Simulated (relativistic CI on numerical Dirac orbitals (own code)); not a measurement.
## Crystal-field levels of Fe⁵⁺, 3d3

Calculated by Dirac-Coulomb-Breit CI, orbitals from a KLI potential per configuration, QED by a radiative potential, valence Slater integrals scaled by 0.7, one configuration in a parametric crystal field (own radial code).

Field parameters in Wybourne normalisation: Oh B⁴₀ = 21Dq, B⁴₄ = √(5/14) B⁴₀; Td as Oh with Dq negative (B⁴₀ = 21Dq, B⁴₄ = √(5/14) B⁴₀). The field is a parameter set, without covalency.

S and J are read from ⟨S²⟩ = S(S + 1) and ⟨J²⟩ = J(J + 1) of each level; they are not fictitious spins.

Td, 10Dq = -13500 cm⁻¹, the lowest 10 levels:

```tsv
E (cm⁻¹)	Degeneracy	Irrep	S	J
0.0	4	Γ8	1.49	2.75
128	2	Γ7	1.50	2.85
724	4	Γ8	1.50	3.72
1120	2	Γ6	1.50	4.22
6297	4	Γ8	0.52	3.98
12222	2	Γ7	1.49	3.20
12258	4	Γ8	1.49	3.35
12596	2	Γ6	1.49	3.71
12639	4	Γ8	1.50	3.79
17361	2	Γ6	0.51	4.58
```

Td, 10Dq = -9900 cm⁻¹, the lowest 16 levels:

```csv
E (cm⁻¹),Degeneracy,Irrep,S,J
0.0,4,Γ8,1.50,2.69
109,2,Γ7,1.50,2.85
720,4,Γ8,1.50,3.72
1128,2,Γ6,1.50,4.24
8894,2,Γ7,1.50,3.20
8947,4,Γ8,1.49,3.33
9234,4,Γ8,1.40,3.83
9264,2,Γ6,1.50,3.71
9819,4,Γ8,0.68,4.00
17446,2,Γ6,0.51,4.50
17687,4,Γ8,0.53,4.29
17820,2,Γ7,0.51,3.56
18367,4,Γ8,0.66,4.18
19150,4,Γ8,1.40,3.72
22307,2,Γ6,0.99,1.93
22393,4,Γ8,1.09,2.35
```

Oh, 10Dq = 37050 cm⁻¹, the lowest 10 levels:

| E (cm⁻¹) | Degeneracy | Irrep | S | J |
| --- | --- | --- | --- | --- |
| 0.0 | 4 | Γ8 | 1.50 | 3.46 |
| 19638 | 4 | Γ8 | 0.50 | 3.93 |
| 20455 | 4 | Γ8 | 0.50 | 4.13 |
| 20620 | 2 | Γ6 | 0.50 | 3.70 |
| 30844 | 4 | Γ8 | 0.51 | 3.51 |
| 31091 | 2 | Γ7 | 0.50 | 3.88 |
| 36852 | 2 | Γ7 | 1.50 | 3.16 |
| 36995 | 4 | Γ8 | 1.50 | 3.37 |
| 37212 | 4 | Γ8 | 1.50 | 3.61 |
| 37224 | 2 | Γ6 | 1.50 | 3.67 |

The free-ion ground term has S = 3/2. Every field shown keeps that spin.

Levels of this model without a field, named by their leading LS term (the scale mimics covalency, so terms lie below those of the real free ion): ⁴F3/2 0, ⁴F5/2 499, ⁴F7/2 1155, ⁴F9/2 1937, ⁴P1/2 16201, ⁴P3/2 16363, ²G7/2 16651, ⁴P5/2 17055 cm⁻¹.
